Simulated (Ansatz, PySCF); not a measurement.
System: C$_{3}$H$_{8}$O, charge 0, multiplicity 1. 
Structure (B3LYP-D3(BJ)/def2-TZVP (Ansatz, an electronic-structure program) minimum search):
```xyz
12

C     -1.8645    -0.1931    -0.3023
C     -0.5633    -0.0415     0.4803
C      0.6470     0.0514    -0.4275
O      1.8098     0.1901     0.3857
H     -1.8566    -1.0970    -0.9161
H     -2.0299     0.6578    -0.9677
H     -2.7210    -0.2579     0.3699
H     -0.5982     0.8550     1.1046
H     -0.4258    -0.8898     1.1558
H      0.5406     0.9120    -1.1014
H      0.7147    -0.8511    -1.0496
H      2.5829     0.2497    -0.1841
```

Wanted: atomisation energy (electronic, to ground-state atoms), in kcal/mol. Valence correlation only, unless marked. UHF or UKS for open shells. No spin-orbit coupling. No relativistic terms. The coupled-cluster limit lacks core correlation, which all-electron functionals hold. CBS marks a two-point X^-3 extrapolation of the correlation energy; Hartree-Fock from the larger set. [CCSD(T)-MP2]/basis is that difference in the basis named.

```json
[
 {"level": "r2SCAN/def2-TZVPD", "program": "Ansatz", "atomisation energy (kcal/mol)": "1101.9"},
 {"level": "BHLYP-D3(BJ)/def2-TZVPD", "program": "Ansatz + dftd3", "atomisation energy (kcal/mol)": "1075.1"},
 {"level": "BHLYP-D4/def2-TZVPD", "program": "Ansatz + dftd4", "atomisation energy (kcal/mol)": "1073.7"},
 {"level": "TPSSh-D3(BJ)/def2-TZVPD", "program": "PySCF + dftd3", "atomisation energy (kcal/mol)": "1106.6"}
]
```

**Question.** What does RI-MP2/CBS(aug-cc-pVTZ,aug-cc-pVQZ)+[CCSD(T)-MP2]/aug-cc-pVTZ (Ansatz) give?

**Answer.** 1104.9 kcal/mol, so TPSSh-D3(BJ)/def2-TZVPD differs from it by 1.7 kcal/mol.
